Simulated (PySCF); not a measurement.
A geometry optimisation on `O=C(O)[Si@H]([SiH3])P`.

Method: PBE0-D3(BJ)/def2-SVP geometry optimisation, gas phase (PySCF 2.14.0). Start geometry: GFN2-xTB. A driver script takes a list of jobs; this job's settings line and coordinates (Å) are shown.

Command:
```bash
OMP_NUM_THREADS=1 python probes_run.py task.json out
```

Input:
```
{"job": {"xc": "PBE0", "basis": "def2-SVP", "d3": "d3bj", "grid": 1, "shake": 0.01, "kind": "geom"}, "charge": 0, "multiplicity": 1}
O      1.878890    -1.670780     0.968650
C      1.489870    -0.712150     0.299180
O      2.177620    -0.256220    -0.754190
Si    -0.086510     0.309090     0.511800
Si    -1.974100    -1.021080    -0.001670
P      0.289050     1.920970    -0.993550
H      3.020720    -0.770680    -0.889280
H     -0.069540     0.763270     1.915550
H     -3.192040    -0.194910     0.012600
H     -1.865470    -1.654080    -1.296120
H     -2.177620    -2.075410     1.007040
H      1.256590     2.571940    -0.226230
H     -0.741640     2.773150    -0.564120
```

Output:
```
step   0  E = -1112.10325554  max force = 0.048646
step   1  E = -1112.11073773  max force = 0.010101
step   2  E = -1112.11184987  max force = 0.002633
step   3  E = -1112.11201058  max force = 0.003794
step   4  E = -1112.11198224  max force = 0.003681
step   5  E = -1112.11212471  max force = 0.000706
step   6  E = -1112.11214269  max force = 0.000385
step   7  E = -1112.11216797  max force = 0.001393
step   8  E = -1112.11218715  max force = 0.001556
step   9  E = -1112.11222864  max force = 0.000997
step  10  E = -1112.11226056  max force = 0.000408
step  11  E = -1112.11227596  max force = 0.000264
step  12  E = -1112.11229111  max force = 0.000289
step  13  E = -1112.11230323  max force = 0.000305
optimisation converged
```

Energies in Eh; «max force» is the largest Cartesian gradient component in Eh/bohr.

Task: How much energy does the optimisation release, in kJ/mol?

Result: E(step 0) − E(last step) = 0.009048 Eh, which is 23.8 kJ/mol.

In short: final energy -1112.11230 Eh after 13 steps; dipole 1.21 D.

On one thread of an Arm Neoverse V2, shared host with 96 logical CPUs at a one-minute load of 43, this took 1.7 min and 0.51 GiB of memory at its peak.
Labels such as C1 count atoms from 1, the log's own numbers from 0.
